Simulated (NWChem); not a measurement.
# thionyl fluoride (SOF2); SMILES O=S(F)F

Program: NWChem. Pople sets run with spherical d functions. All runs use the structure optimised with PBE0/def2-SVP. B3LYP is NWChem's, with the RPA form of VWN correlation. Ions are spin-unrestricted doublets at the neutral geometry; other ion states weren't tried.

### Question
Estimate the computed values for B3LYP/6-31+G*. Quantities: vertical ionisation energy, ΔSCF (eV); −ε(HOMO) (eV).

### Answer
```json
{
 "vertical ionisation energy, ΔSCF (eV)": "12.66",
 "−ε(HOMO) (eV)": "9.73"
}
```
